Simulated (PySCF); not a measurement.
H₃O₃Si (SMILES O[Si](O)O), doublet, geometry from GFN2-xTB.

Input for PySCF:
```python
from pyscf import gto, scf, dft
import numpy

mol = gto.M(
    atom='''
O    -0.84317475   -0.87603590   -0.91455838
Si   -0.16941596   -0.08038194    0.34291190
O    -0.28508537    1.51773913   -0.03316397
O     1.37066024   -0.57947772    0.49097699
H    -1.58178239   -0.47345656   -1.36288875
H     0.23413609    2.15205276    0.45211068
H     1.78026866   -1.05105329   -0.23602572
''',
    basis='6-311++g**',
    spin=1,
    verbose=4,
)
print('smallest overlap eigenvalue', numpy.linalg.eigvalsh(mol.intor('int1e_ovlp'))[0])

mf = dft.UKS(mol)
mf.xc = 'lda,vwn'
mf = mf.density_fit(auxbasis='def2-universal-jkfit')
mf.kernel()
```

Problem. What does this run give for the Mulliken (on the basis functions themselves) charges in atom order, HOMO energy, nuclear repulsion energy?

Solution. 
The Mulliken (on the basis functions themselves) charges in atom order comes out as O1 -0.54, Si2 0.59, O3 -0.49, O4 -0.49, H5 0.31, H6 0.30, H7 0.31 and the HOMO energy comes out as -4.84 eV. The nuclear repulsion energy is 178.8268 Eh.

These values belong to the state on which the SCF converged, which isn't shown to be the lowest.
